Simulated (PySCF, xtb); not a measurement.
methyl pivalate (C6H12O2), SMILES O=C(OC)C(C)(C)C.

GFN2-xTB (xtb) at its own geometry gives an orbital gap of 4.86 eV and a dipole moment of 2.20 D.

Coordinates come from a PBE0-D3(BJ)/def2-SVP optimisation.

Q: What does PBE/def2-SVP (PySCF) give? (Estimate from the structure and the level; the computed values follow.)

A: gap 5.41 eV (levels -5.95 and -0.53 eV), dipole 1.68 D.
